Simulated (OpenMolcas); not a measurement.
**S2+: effect of the basis set**

* Program: OpenMolcas
* Method: MS-RASPT2, IPEA 0.25 Eh, imaginary shift 0.1 Eh (closed shells correlated: 2s 2p 3s)
* Active space: 2 electrons in 9 orbitals (RAS2 3p; RAS3 3d 4s, at most 1 electron)
* State averaging: 2S+1 = 3 even, 3 roots; 2S+1 = 1 even, 6 roots; 2S+1 = 3 odd, 18 roots; 2S+1 = 1 odd, 18 roots
* Spin-orbit coupling: RASSI with atomic mean-field integrals over the reference wave functions, term energies averaged over their components

A. ANO-RCC-VQZP [6s5p3d2f1g], DKH2, point nucleus; CASPT2 step of the order of 30 core-seconds
B. ANO-R3 [6s5p4d3f1g], X2C, finite nucleus; CASPT2 step about 29 core-seconds
C. ANO-RCC [8s7p5d4f2g], DKH2, point nucleus; CASPT2 step roughly 27 core-seconds

Energies in cm⁻¹ above 3s² 3p² ³P₀, the measured ground level; measured values from NIST levels in Podobedova, Kelleher and Wiese, J. Phys. Chem. Ref. Data 38, 171 (2009).

```json
{"Level": "3s² 3p² ³P₀", "A": "0.0", "B": "0.0", "C": "0.0", "Measured": "0.0"}
{"Level": "3s² 3p² ³P₁", "A": "265", "B": "269", "C": "270", "Measured": "299"}
{"Level": "3s² 3p² ³P₂", "A": "754", "B": "763", "C": "765", "Measured": "833"}
{"Level": "3s² 3p² ¹D₂", "A": "11150", "B": "11160", "C": "11070", "Measured": "11323"}
{"Level": "3s² 3p² ¹S₀", "A": "32380", "B": "32460", "C": "32050", "Measured": "27161"}
{"Level": "3s² 3p 3d ¹D°₂", "A": "114940", "B": "111800", "C": "114390", "Measured": ""}
{"Level": "3s² 3p 3d ³F°₂", "A": "121760", "B": "121830", "C": "120870", "Measured": "122118"}
{"Level": "3s² 3p 3d ³F°₃", "A": "122010", "B": "122090", "C": "121130", "Measured": "122404"}
{"Level": "3s² 3p 3d ³F°₄", "A": "122380", "B": "122470", "C": "121500", "Measured": "122799"}
{"Level": "3s² 3p 3d ³P°₂", "A": "129800", "B": "129710", "C": "128660", "Measured": ""}
{"Level": "3s² 3p 3d ³P°₁", "A": "130050", "B": "129970", "C": "128920", "Measured": ""}
{"Level": "3s² 3p 3d ³P°₀", "A": "130240", "B": "130130", "C": "129120", "Measured": ""}
{"Level": "3s² 3p 3d ³D°₁", "A": "130940", "B": "131480", "C": "129780", "Measured": ""}
{"Level": "3s² 3p 3d ³D°₂", "A": "131060", "B": "131600", "C": "129890", "Measured": ""}
{"Level": "3s² 3p 3d ³D°₃", "A": "131120", "B": "131690", "C": "129960", "Measured": ""}
{"Level": "3s² 3p 4s ³P°₀", "A": "143820", "B": "145970", "C": "143700", "Measured": "146697"}
{"Level": "3s² 3p 4s ³P°₁", "A": "144030", "B": "146180", "C": "143910", "Measured": "146738"}
{"Level": "3s² 3p 4s ³P°₂", "A": "144590", "B": "146750", "C": "144500", "Measured": "147147"}
{"Level": "3s² 3p 4s ¹P°₁", "A": "146930", "B": "149090", "C": "146480", "Measured": "148399"}
{"Level": "3s² 3p 3d ¹P°₁", "A": "149710", "B": "152890", "C": "148740", "Measured": ""}
{"Level": "3s² 3p 3d ¹F°₃", "A": "156530", "B": "162480", "C": "154900", "Measured": "157610"}
```

Deviations, from unrounded energies. A percentage is the sum of absolute deviations over the sum of measured energies, with the sign that they share, or ± where signs differ.

```
                        Against measurement  Levels      A      B      C
             mean absolute deviation (cm-1)      12   1400   1100   1800
      fine structure of the ground term (%)       2  -10.0   -8.9   -8.6
other terms of the ground configuration (%)       2  ±14.0  ±14.2  ±13.4
                   other configurations (%)       8   -1.1   ±0.7   -1.5
```

B lies closest to measurement on these levels and C furthest from it. The largest miss of B in the table is 3s² 3p² ¹S₀, by +5300 cm-1. The ranking rests on the paired levels alone, and a cruder setting can come out closer through cancelling errors.

Among A to C the level of the table that moves most is 3s² 3p 3d ¹F°₃, by 7600 cm-1 (lowest in C, highest in B). Moves below CASPT2's spread within the term are not significant.

Term energies are means over components that CASPT2 splits; among the terms shown or strongly mixed into the levels shown the widest spread is 260 cm-1 (3s² 3p 3d ³F°, B). Over all roots computed the reference weight is 0.87 to 0.97 in A, 0.85 to 0.96 in B, 0.86 to 0.96 in C; the roots of lowest weight are the least certain, and an intruder state may touch them. ANO sets are built for valence states and can reach diffuse excited orbitals poorly, and with the s shell closed the s pⁿ⁺¹ terms that mix with these levels are absent. With the s shell closed, the reference lacks s² → p² mixing. Some terms miss by over 15 % even with CASPT2, which points to a basis or an active space too small for the shells correlated. Computed and measured levels are paired by configuration, term and J; levels that our copy of the source lacks, or whose pairing is in doubt (as where it misses far off the trend of its configuration), stay unpaired and out of the deviations. Levels of configurations outside the active space are missing.

° marks odd parity.
